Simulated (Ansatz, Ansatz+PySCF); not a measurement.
```yaml
atoms:
  - { symbol: C, position_ang: [0.0000, 0.0000, 0.0000] }
  - { symbol: C, position_ang: [0.0000, 0.0000, 1.4550] }
  - { symbol: C, position_ang: [0.0000, 1.1109, -0.7493] }
  - { symbol: C, position_ang: [0.0000, -1.1109, 2.2043] }
  - { symbol: H, position_ang: [0.0000, -0.9624, -0.5117] }
  - { symbol: H, position_ang: [0.0000, 0.9624, 1.9667] }
  - { symbol: H, position_ang: [0.0000, 1.0539, -1.8378] }
  - { symbol: H, position_ang: [0.0000, 2.0988, -0.2887] }
  - { symbol: H, position_ang: [0.0000, -1.0539, 3.2928] }
  - { symbol: H, position_ang: [0.0000, -2.0988, 1.7437] }
```

Basis set: def2-SVP (spherical functions). Correlated methods keep 4 orbitals frozen. Charge 0, multiplicity 1.

Computed with Ansatz (development build ahead of 0.2.0); each method stands on the lowest determinant of its kind that the runs found. Restricted open shells among the atoms or ions are ROHF, correlated in semicanonical orbitals with singles.

Question: Give the atomization energy at this shape (free ground-state atoms in the same class of orbitals less the molecule, no zero-point energy) of singlet C₄H₆ by RHF-MP2, RHF.

Answer:

```json
{"method": "RHF-MP2", "atomization energy": "983.54 kcal/mol"}
{"method": "RHF", "atomization energy": "783.66 kcal/mol"}
```
